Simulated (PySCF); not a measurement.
C₅H₉NOSi.
Numbering: `[CH3:1][SiH2:2][c:3]1[cH:4][cH:5][c:6]([NH2:7])[o:8]1` (hydrogens: H9, H10, H11 on C1; H12, H13 on Si2; H14 on C4; H15 on C5; H16, H17 on N7)

Structure used (GFN2-xTB), in Å, numbered top down from 1:
```xyz
17
C5H9NOSi angstrom
C     -2.4802    0.1024    1.4310
Si    -2.0174    0.1834   -0.4103
C     -0.1862   -0.1369   -0.5947
C      0.5500   -0.9916   -1.3653
C      1.9138   -0.7524   -1.0847
C      1.9238    0.2482   -0.1511
N      2.9704    0.9357    0.4321
O      0.6746    0.6254    0.1570
H     -1.9145    0.8309    2.0056
H     -3.5354    0.3098    1.5839
H     -2.2731   -0.8790    1.8497
H     -2.3587    1.5149   -0.9319
H     -2.7230   -0.8525   -1.1731
H      0.1554   -1.7131   -2.0516
H      2.7663   -1.2411   -1.5090
H      2.7092    1.4293    1.2731
H      3.8181    0.3986    0.5292
```

Method: TDDFT CAM-B3LYP/def2-SVPD, vertical, gas phase, core orbitals frozen in the response in PySCF.

Ground-to-excited transition dipoles (e·a0, same axes as the geometry; the sign carries no meaning), for the states with f of 0.002 or more among the lowest 7:

| state | E (eV) | μx | μy | μz |
| --- | --- | --- | --- | --- |
| S1 | 5.127 | -0.060 | -0.004 | 0.176 |
| S2 | 5.313 | -1.673 | -0.129 | -0.102 |
| S3 | 6.022 | -0.136 | 0.079 | 0.032 |
| S4 | 6.254 | 0.072 | -0.032 | 0.161 |
| S5 | 6.490 | 0.015 | 0.200 | -0.025 |
| S6 | 6.563 | -0.002 | -0.443 | -0.412 |
| S7 | 6.905 | 0.007 | 0.002 | -0.152 |

(1) Work out the oscillator strengths.

(2) Which bond between heavy atoms lies closest to the direction of the S2 transition dipole?

(3) What angle do the transition dipoles of S2 and S6 make?

(4) What peak molar absorption coefficient would the strongest computed level give as a lone Gaussian band 0.3 eV wide at half height?

Results:

(1) f = (2/3) ΔE |μ|² with ΔE in hartree (27.2114 eV).

```tsv
state	|μ|² (au)	|μ| (D)	f
S1	0.035	0.47	0.004
S2	2.824	4.27	0.368
S3	0.026	0.41	0.004
S4	0.032	0.46	0.005
S5	0.041	0.51	0.007
S6	0.366	1.54	0.059
S7	0.023	0.39	0.004
```

(2) C4–C5, at 10° from it; next Si2–C3 at 17°.

(3) |cos θ| = |μa·μb| / (|μa| |μb|) = 0.10, so θ ≈ 84° (taken between 0 and 90°, since the signs are arbitrary).

(4) ε(max) = 2.175×10⁸ f / FWHM, with the width in cm⁻¹. S2: 2.175×10⁸ × 0.3677 / 2420 ≈ 33000 L mol⁻¹ cm⁻¹.

Hardware: an Arm Neoverse N1 with one thread, shared host with 64 logical CPUs at a one-minute load of 60. Cost: 1.8 min wall, 1.1 GiB resident at most.

One conformer stands for the species.
